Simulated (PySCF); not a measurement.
Species: SnF₂.
SMILES: `[F][Sn][F]`

Method: PySCF 2.14.0, PBE0-D3(BJ)/def2-SVP geometry optimisation, gas phase, def2 core potentials past Kr.

Take the most abundant isotopes and a rigid rotor. 

**Question.** Give the principal moments of inertia and the rotational constants in MHz.

**Answer.** Ia = 49.46, Ib = 79.42, Ic = 128.88 u·Å²; 505379 MHz·u·Å²/I gives A = 10218, B = 6363, C = 3921 MHz.

**Question.** What kind of rotor is it?

**Answer.** An asymmetric top: κ = (2 × 6363 − 10218 − 3921)/(10218 − 3921) = -0.22.

**Question.** Predict some low-J microwave lines.

**Answer.** The dipole components are |μa| = 0.00 D, |μb| = 3.64 D, |μc| = 0.00 D; the symmetry axis of this C2v structure is b, so μa and μc vanish by symmetry and there are no a-type or c-type lines. Some lines, for components of 0.1 D or more:

```tsv
type	branch	J(Ka,Kc)	MHz	lower level (cm⁻¹)
b	Q	3(2,1) ← 3(1,2)	12283	2.450
b	Q	2(2,0) ← 2(1,1)	12409	1.321
b	Q	4(3,1) ← 4(2,2)	19854	4.392
b	R	3(1,2) ← 2(2,1)	22295	1.706
b	Q	3(3,0) ← 3(2,1)	22313	2.860
b	R	5(3,2) ← 4(4,1)	22717	6.162
b	Q	5(4,1) ← 5(3,2)	30889	6.920
b	Q	5(3,3) ← 5(2,4)	31090	5.739
b	R	5(0,5) ← 4(1,4)	42907	3.135
b	R	3(3,1) ← 2(2,0)	55848	1.735
b	R	4(3,1) ← 3(2,2)	69510	2.736
b	R	4(2,2) ← 3(1,3)	72670	1.968
b	R	5(4,1) ← 4(3,2)	88090	5.012
b	R	5(5,0) ← 4(4,1)	97268	6.162
```

**Question.** Estimate the classical rotational partition function at 200 K, 298.15 K and 500 K.

**Answer.** Point group C2v, symmetry number σ = 2; q = (√π/σ)·√((kT/h)³/(ABC)), k/h = 20836.6 MHz/K: 14900 at 200 K, 27200 at 298.15 K, 59000 at 500 K.

No frequency check. These are rigid-rotor constants of the computed structure; measured ground-state constants (B0) also hold zero-point vibration.
